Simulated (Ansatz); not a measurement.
`[CH3][SbH][CH3]` → `[CH3]`• + `[CH3][SbH]`• at 700 K and 1 bar (homolysis of the C–Sb bond).

Gas-phase electronic energies from Ansatz, PBE0-D4/def2-TZVP geometries. CBS: MP2 limit from def2 TZ/QZ plus the TZ coupled-cluster correction, frozen cores. This one scheme is used for every species. No spin–orbit coupling; open shells (•) take unrestricted orbitals. def2 core potentials past Kr. For Sb outer-core shells are correlated without core-valence functions, which leaves a few kJ/mol of doubt a bond.

```json
{"species": "`[CH3][SbH][CH3]`", "CCSD(T)/CBS energy (Eh)": "-320.32575", "H − E (kJ/mol)": "275.5", "S (J/(mol·K))": "426.2"}
{"species": "`[CH3]`•", "CCSD(T)/CBS energy (Eh)": "-39.78218", "H − E (kJ/mol)": "106.9", "S (J/(mol·K))": "232.5"}
{"species": "`[CH3][SbH]`•", "CCSD(T)/CBS energy (Eh)": "-280.44085", "H − E (kJ/mol)": "152.2", "S (J/(mol·K))": "347.1"}
```

H − E and S are ideal-gas, rigid-rotor, harmonic terms from PBE0-D4/def2-TZVP, with the whole ground term of open shells counted as degenerate. 1 Eh = 2625.50 kJ/mol, R = 8.31446 J/(mol·K).

Question: By hand: ΔE, ΔH, ΔS and ΔG.

Answer: ΔE = (-39.78218) + (-280.44085) − (-320.32575) = 0.10272 Eh = 269.7 kJ/mol. Δ(H − E) = 106.9 + 152.2 − 275.5 = -16.4, so ΔH = 253.3 kJ/mol. ΔS = 232.5 + 347.1 − 426.2 = 153.4 J/(mol·K). ΔG = 253.3 − 700 × (153.4)/1000 = 145.9 kJ/mol.

Question: By hand: the equilibrium constant, and the temperature at which ΔG would vanish if ΔH and ΔS stayed fixed.

Answer: log₁₀ K = −ΔG/(RT ln 10) = -10.9. ΔG = 0 at ΔH/ΔS = 1651 K.

The number of gas molecules changes by +1, which sets the sign of ΔS. A doubt of 5 kJ/mol in ΔE shifts log₁₀ K by 0.4 here. These are equilibria of isolated gas molecules and say nothing of rates. Largest T1 diagnostic: 0.013 (customary marks: 0.02 for closed shells, 0.045 for open ones).
